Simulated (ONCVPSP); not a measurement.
**Reading a pseudo-wave (calcium (Ca))**

Columns: radius, all-electron u(r) and pseudo u(r) of the 3s shell (level -48.33 eV) of calcium in the configuration [Ne] 3s2 3p6 4s1 4p1; PBEsol, scalar-relativistic, ONCV scheme, ONCVPSP 4.0.1.

```csv
r (bohr),all-electron,pseudo
0.108,-0.0438,0.1392
0.215,-0.5086,0.2767
0.322,-0.4327,0.4124
0.430,-0.0785,0.5450
0.538,0.3168,0.6685
0.645,0.6393,0.7758
0.752,0.8611,0.8618
0.860,0.9870,0.9217
0.968,1.0328,0.9512
1.075,1.0208,0.9501
1.182,0.9708,0.9212
1.290,0.8972,0.8684
1.398,0.8119,0.7983
1.505,0.7237,0.7186
1.612,0.6370,0.6357
1.720,0.5544,0.5542
1.828,0.4785,0.4784
1.935,0.4107,0.4107
2.042,0.3506,0.3506
2.150,0.2975,0.2975
2.258,0.2514,0.2514
2.365,0.2121,0.2120
2.472,0.1784,0.1784
2.580,0.1495,0.1495
2.688,0.1250,0.1250
2.795,0.1046,0.1046
```

(1) How many radial nodes do the two functions have?

(2) At about which radius was the pseudo-wave matched?

(3) Is the pseudo-wave norm-conserving?

Answers

(1) The all-electron 3s function has n − l − 1 = 2 (the table is too coarse to show those close to the nucleus); the pseudo-wave has 0, since the states of the same l below it are removed with the core.

(2) 2.00 bohr. The columns agree to 0.0005 from 1.72 bohr on; several derivatives are matched, so the curves merge somewhat inside the radius.

(3) Yes: the ONCV scheme keeps the norm inside the radius equal to the all-electron one, which fixes the energy derivative of the logarithmic derivative at the level.
